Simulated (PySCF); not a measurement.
One of the candidates below gave these computed data.

All candidates are C9H7F3.

* Dipole: 2.43 D [PBE0/pcSseg-1]
* Rotational structure: rotational constants A, B, C: 1.700, 0.594, 0.441 GHz [GFN2-xTB]
* 1H NMR: chemical shifts (computed TMS as zero) by class: 7.73 (1 H), 7.72 (1 H), 7.70 (1 H), 7.48 (1 H), 2.55 (3 H) ppm [GIAO PBE0/pcSseg-1]
* NMR, other nuclei: isotropic shieldings of nuclei other than C and H, by class: 269 (1 F), 285 (1 F), 372 (1 F) ppm [GIAO PBE0/pcSseg-1]
* 13C NMR: chemical shifts (computed TMS as zero) by class: 170.1 (1 C), 144.6 (1 C), 139.3 (1 C), 134.6 (1 C), 134.5 (1 C), 132.9 (1 C), 129.3 (1 C), 125.6 (1 C), 24.3 (1 C) ppm [GIAO PBE0/pcSseg-1]

Electronic properties: PySCF, gas phase, density fitting. Levels stand in brackets. Geometry: GFN2-xTB, one conformer, isolated molecule. NMR classes are plain means over equivalent atoms (diastereotopic ones count apart unless rotation or inversion swaps them), as if these changed places fast.

Question: Which candidate is it?
A. `C=C/C=C1\C=C(C(F)(F)F)C1=C`
B. `C=C(F)/C=C1/C(=C)C(F)=C1CF`
C. `C=C(c1ccccc1)C(F)(F)F`
D. `Cc1cccc(C(F)=C(F)F)c1`
E. `C=C1C=CC=CC(C(F)(F)F)=C1`

Answer: D. It is `Cc1cccc(C(F)=C(F)F)c1`. Numbering: `[CH3:1][c:2]1[cH:3][cH:4][cH:5][c:6]([C:7]([F:8])=[C:9]([F:10])[F:11])[cH:12]1`. Its formula, C9H7F3, gives 5 degrees of unsaturation: 1 ring and 4 π bonds in the structure found (Kekulé form). 9 carbons fall into 9 classes; from least to most shielded: =CF2 carbon [C9] (170.1 ppm), substituted aromatic carbon [C2] (144.6 ppm), vinylic C–F carbon [C7] (139.3 ppm), aromatic CH carbon [C3] (134.6 ppm), aromatic CH carbon [C4] (134.5 ppm), substituted aromatic carbon [C6] (132.9 ppm), aromatic CH carbon [C12] (129.3 ppm), aromatic CH carbon [C5] (125.6 ppm), benzylic-type carbon [C1] (24.3 ppm). Hydrogen classes from least to most shielded: 1 H on an aromatic CH carbon, C4 (7.73 ppm), 1 H on an aromatic CH carbon, C12 (7.72 ppm), 1 H on an aromatic CH carbon, C5 (7.70 ppm), 1 H on an aromatic CH carbon, C3 (7.48 ppm), 3 H on a benzylic-type carbon, C1 (2.55 ppm, a mean of values up to 0.7 ppm apart in this geometry). The other shieldings belong to: 269 ppm, vinyl fluorine [F10]; 285 ppm, vinyl fluorine [F11]; 372 ppm, vinyl fluorine [F8]. By its constants the optimised geometry is an asymmetric top.

The others, at the same levels:
- `C=C(c1ccccc1)C(F)(F)F` fails: it has 7 carbon classes against 9; its computed 13C shifts are 150.4 (1 C), 139.8 (1 C), 135.0 (1 C), 134.2 (2 C), 133.2 (1 C), 133.2 (2 C), 127.4 (1 C) ppm, 1H shifts are 7.83 (2 H), 7.73 (2 H), 7.70 (1 H), 6.35 (1 H), 6.11 (1 H) ppm and rotational constant A is 1.999 GHz (against 1.700 GHz).
- `C=C/C=C1\C=C(C(F)(F)F)C1=C` fails: its computed 13C shifts are 152.3 (1 C), 151.9 (1 C), 150.6 (1 C), 146.0 (1 C), 140.3 (1 C), 129.8 (1 C), 128.1 (1 C), 125.8 (1 C), 104.2 (1 C) ppm, 1H shifts are 7.64 (1 H), 6.87 (1 H), 6.32 (1 H), 5.76 (1 H), 5.67 (1 H), 5.35 (1 H), 5.31 (1 H) ppm and rotational constant A is 2.168 GHz (against 1.700 GHz).
- `C=C1C=CC=CC(C(F)(F)F)=C1` fails: its computed 13C shifts are 151.6 (1 C), 148.4 (1 C), 146.9 (1 C), 140.8 (1 C), 136.0 (1 C), 135.5 (1 C), 134.2 (1 C), 133.2 (1 C), 123.1 (1 C) ppm, 1H shifts are 6.60 (1 H), 6.11 (1 H), 5.97 (1 H), 5.95 (1 H), 5.69 (1 H), 4.91 (1 H), 4.88 (1 H) ppm and rotational constant A is 1.588 GHz (against 1.700 GHz).
- `C=C(F)/C=C1/C(=C)C(F)=C1CF` fails: its computed 13C shifts are 174.8 (1 C), 172.5 (1 C), 151.7 (1 C), 143.4 (1 C), 140.9 (1 C), 107.9 (1 C), 100.3 (1 C), 98.2 (1 C), 83.6 (1 C) ppm, 1H shifts are 5.77 (1 H), 5.72 (2 H), 5.16 (1 H), 5.02 (1 H), 5.01 (1 H), 4.70 (1 H) ppm and rotational constant A is 1.269 GHz (against 1.700 GHz).

Each candidate is one conformer, not necessarily the lowest. The conformers computed, where there is a choice (atom-mapped SMILES and torsion angles):
- `[CH3:1][c:2]1[cH:3][cH:4][cH:5][c:6]([C:7]([F:8])=[C:9]([F:10])[F:11])[cH:12]1`: C5–C6–C7–F8 -1°
- `[CH2:1]=[C:2]([c:3]1[cH:4][cH:5][cH:6][cH:7][cH:8]1)[C:9]([F:10])([F:11])[F:12]`: C1–C2–C3–C4 -37°, C1–C2–C9–F10 144°
- `[CH2:1]=[CH:2]/[CH:3]=[C:4]1\[CH:5]=[C:6]([C:7]([F:8])([F:9])[F:10])[C:11]1=[CH2:12]`: C1–C2–C3–C4 180°, C5–C6–C7–F8 1°
- `[CH2:1]=[C:2]1[CH:3]=[CH:4][CH:5]=[CH:6][C:7]([C:8]([F:9])([F:10])[F:11])=[CH:12]1`: C6–C7–C8–F9 60°
- `[CH2:1]=[C:2]([F:3])/[CH:4]=[C:5]1/[C:6](=[CH2:7])[C:8]([F:9])=[C:10]1[CH2:11][F:12]`: C1–C2–C4–C5 180°, C8–C10–C11–F12 0°
